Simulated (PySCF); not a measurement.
## Structure from 2D NMR

Compound of formula C6H10FNO. Correlations simulated from computed shifts and the bond graph:

HSQC (one-bond C–H):
```tsv
δH	δC
5.15	93.4
3.16	25.7
1.41	16.2
0.58	2.6
0.56	2.6
0.48	1.3
0.39	1.3
```

COSY cross peaks (H two or three bonds apart, from the bond graph; peaks can be absent where the dihedral angle is near 90°):
```tsv
δH	δH
5.50	3.16
5.15	1.41
1.41	0.58
1.41	0.56
1.41	0.48
1.41	0.39
0.58	0.56
0.58	0.48
0.58	0.39
0.56	0.48
0.56	0.39
0.48	0.39
```

HMBC (two and three bonds, from the bond graph):
```tsv
δH	δC
5.50	171.7, 93.4, 25.7
5.15	171.7, 16.2, 2.6, 1.3
3.16	171.7
1.41	171.7, 93.4, 2.6, 1.3
0.58	93.4, 16.2, 1.3
0.56	93.4, 16.2, 1.3
0.48	93.4, 16.2, 2.6
0.39	93.4, 16.2, 2.6
```

Carbons without hydrogens: δ 171.7.

How the numbers were obtained: PBE0/pcSseg-1 with gauge-including orbitals, coordinates at the GFN2-xTB level, in PySCF 2.14 (single conformer, non-relativistic Hamiltonian, in vacuum, averaged over atoms made equivalent by symmetry, fast rotation or ring inversion).

δ = σ(ref) − σ, references computed at the same level: TMS for ¹H and ¹³C.

Exchangeable hydrogens are left out of these lists.

Problem. Work out the connectivity.

Solution. SMILES C1([C@H](C(NC)=O)F)CC1.

Numbering as in the mapped SMILES `[CH3:1][NH:2][C:3](=[O:4])[C@H:5]([F:6])[CH:7]1[CH2:8][CH2:9]1`. Each H is labelled by its parent atom. Ha(C8), Ha(C9) are cis to C5 on the ring; Hb(C8), Hb(C9) are trans to C5 on the ring.

- δC 171.7 is C3, an amide carbonyl carbon.
- δC 93.4 is C5, an sp3 CH bonded to F, α to a carbonyl (δH 5.15).
- δC 25.7 is C1, a methyl carbon bonded to N (δH 3.16).
- δC 16.2 is C7, a three-membered-ring carbon (δH 1.41).
- δC 2.6 is C9, a three-membered-ring carbon (δH 0.58, 0.56).
- δC 1.3 is C8, a three-membered-ring carbon (δH 0.48, 0.39).
- HMBC from δH 5.15 reaches the proton-free carbon C3.
- HMBC from δH 3.16 reaches the proton-free carbon C3.
- HMBC from δH 1.41 reaches the proton-free carbon C3.
- COSY links 5.50–3.16, 5.15–1.41, 1.41–0.58, 1.41–0.56, 1.41–0.48, 1.41–0.39.

The shifts were computed for this structure.

OH/NH shifts are gas-phase values; hydrogen bonding in solution moves them, usually downfield. Shifts are as computed. Against solution values, carbons near 30 ppm lie about +3 ppm off and those near 130 ppm about +5 ppm. Of 1211 compounds with measured shifts, 218 miss one by over three times the rms of a fit or turn the order of signals round; such compounds aren't used in these exercises. Hydrogen bonding in solution deshields acid and N–H amide carbonyl carbons by as much as 10 ppm beyond these values.
